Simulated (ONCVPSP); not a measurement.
**What one change does to a pseudopotential (osmium (Os), ONCV)**

ONCVPSP 4.0.1 input, shortened (lines: element, Z, core and valence counts, functional; n l f; lmax; l rc ep ncon nbas qcut; lloc lpopt rc5 dvloc0; l nproj debl; icmod fcfact rcfact), PBEsol, scalar-relativistic:

```
  Os 76.00   10    4  -116133      upf
    1    0    2.00
    2    0    2.00
    2    1    6.00
    3    0    2.00
    3    1    6.00
    3    2   10.00
    4    0    2.00
    4    1    6.00
    4    2   10.00
    4    3   14.00
    5    0    2.00
    5    1    6.00
    5    2    7.00
    6    0    1.00
    2
    0    1.75    0.00    4    7    5.80
    1    1.25    0.00    4    8    5.20
    2    1.60    0.00    4    8    5.10
    4    5    1.05    0.00
    0    3    3.10
    1    2    3.20
    2    2    2.60
    0    0.00    0.00
```

All-electron outer shells of the reference configuration (PBEsol, scalar-relativistic, ld1.x):

```tsv
shell	level (eV)	outermost node (bohr)	outermost maximum (bohr)
5s	-89.24	0.51	0.91
4f	-49.59	–	0.40
5p	-48.65	0.55	1.03
6s	-5.47	1.21	2.54
5d	-4.73	0.60	1.38
```

Change: functional PBE.

Cutoffs: the cutoffs (Ha) at which the residual kinetic energy of the hardest occupied pseudo-wave falls to 1 and 0.1 mHa per electron; they do not see the model core or the augmentation charge, which bear on the density cutoff. Errors are all-electron minus pseudo energies relative to the spin-unpolarised reference configuration.

Q: Predict the effect on cutoff, ghosts and configuration errors.

A: The potential gets neither clearly harder nor softer (119 Ha and 139 Ha → 119 Ha and 139 Ha); of the 4 tests that both files solve, the error grows in 0 and shrinks in 1 by more than 15 % and 0.3 meV (median size 3.3 → 1.9 meV); neither file shows a bound ghost.

```csv
quantity,base,changed
"cutoff, loose",119 Ha,119 Ha
"cutoff, tight",139 Ha,139 Ha
loose cutoff by channel,"s 14 Ha, p 119 Ha, d 24 Ha","s 14 Ha, p 119 Ha, d 24 Ha"
bound ghosts,none,none
GHOST(+) flags under 300 eV,s at 214.8 eV,s at 217.3 eV
"error for 5s2 5p6 5d6 6s2, meV [ΔE -0.33 → -0.32 eV]",-0.7,-0.9
"error for 5s2 5p6 5d6 6s1, meV [ΔE 9.30 → 9.26 eV]",-0.6,-0.4
"error for 5s2 5p6 5d6 6s0, meV [ΔE 26.24 → 26.17 eV]",-5.9,-3.0
"error for 5s2 5p5 5d6 6s2, meV [ΔE 56.62 → 56.60 eV]",-95,-99
s: phases at 1.78 bohr within 0.05 rad from the reference energy up to (Ha; the scan ends near 5),to the end of the scan,to the end of the scan
p: phases at 1.27 bohr within 0.05 rad from the reference energy up to (Ha; the scan ends near 5),to the end of the scan,to the end of the scan
d: phases at 1.63 bohr within 0.05 rad from the reference energy up to (Ha; the scan ends near 5),to the end of the scan,to the end of the scan
```
